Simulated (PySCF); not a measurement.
SMILES C(C)(C)(CCC=C)C (C8H16), GFN2-xTB optimised geometry.

```
24

C      2.46    -2.04    -0.95
C      1.71    -1.51     0.00
C      0.21    -1.51     0.00
C     -0.32    -0.08     0.00
C     -1.85     0.07     0.01
C     -2.47    -0.57    -1.24
C     -2.45    -0.57     1.26
C     -2.18     1.57     0.01
H      3.53    -2.01    -0.91
H      2.03    -2.52    -1.81
H      2.17    -1.03     0.85
H     -0.14    -2.03     0.90
H     -0.15    -2.05    -0.88
H      0.07     0.43    -0.89
H      0.08     0.44     0.88
H     -2.01    -0.18    -2.14
H     -2.35    -1.65    -1.23
H     -3.53    -0.35    -1.28
H     -2.33    -1.64     1.26
H     -3.52    -0.36     1.31
H     -1.99    -0.16     2.16
H     -1.76     2.05     0.89
H     -3.25     1.73     0.02
H     -1.76     2.05    -0.88
```

Density from B3LYP/def2-SVP in PySCF at that geometry.

Minimum of the electron density along straight lines between bonded atoms, close to the bond critical point (lines longer than 1.1 times the sum of covalent radii, or with two minima, are not listed):

```tsv
bond	length / Å	ρ at the minimum / e bohr⁻³	∇²ρ there / e bohr⁻⁵	position (fraction from the first atom)
C1–C2	1.319	0.349	-0.96	0.50
C2–C3	1.495	0.260	-0.62	0.51
C3–C4	1.532	0.242	-0.55	0.50
C4–C5	1.539	0.242	-0.55	0.50
C5–C6	1.530	0.245	-0.56	0.50
C5–C7	1.530	0.245	-0.56	0.50
C5–C8	1.533	0.244	-0.56	0.50
C1–H9	1.077	0.283	-1.08	0.63
C1–H10	1.078	0.282	-1.07	0.63
C2–H11	1.083	0.282	-1.06	0.63
C3–H12	1.093	0.275	-0.99	0.62
C3–H13	1.090	0.278	-1.01	0.62
C4–H14	1.093	0.277	-1.00	0.62
C4–H15	1.093	0.276	-0.99	0.62
C6–H16	1.088	0.277	-1.01	0.62
C6–H17	1.087	0.278	-1.01	0.62
C6–H18	1.088	0.277	-1.01	0.62
C7–H19	1.087	0.278	-1.01	0.62
C7–H20	1.088	0.277	-1.01	0.62
C7–H21	1.088	0.277	-1.01	0.62
C8–H22	1.088	0.277	-1.01	0.62
C8–H23	1.088	0.277	-1.01	0.62
C8–H24	1.088	0.277	-1.01	0.62
```
